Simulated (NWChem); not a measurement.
# ScCl2 cation; SMILES [Cl][Sc+][Cl]

```xyz
3

Sc     0.0000     0.0000     0.7814
Cl     1.8024     0.0000    -0.4600
Cl    -1.8024     0.0000    -0.4600
```
Atoms are numbered in this order, from 1.

Level: PBE-D3(BJ)/def2-SVP (NWChem), optimised geometry, unscaled harmonic frequencies. This spin state was assumed; another may lie lower.

List the harmonic frequencies with IR intensities, and the thermochemistry.


```csv
frequency (cm⁻¹),IR intensity (km/mol)
114,8.2
473,28.8
517,138.4
```

| Item | Value |
|---|---|
| zero-point energy | 1.6 kcal/mol |
| thermal correction to the enthalpy at 298.15 K (with zero-point energy) | 4.7 kcal/mol |
| heat capacity Cv | 10.4 cal/(mol K) |
| entropy at 298.15 K and 1 atm (symmetry number 2) | 69.5 cal/(mol K) |

Rigid rotor and harmonic oscillator.
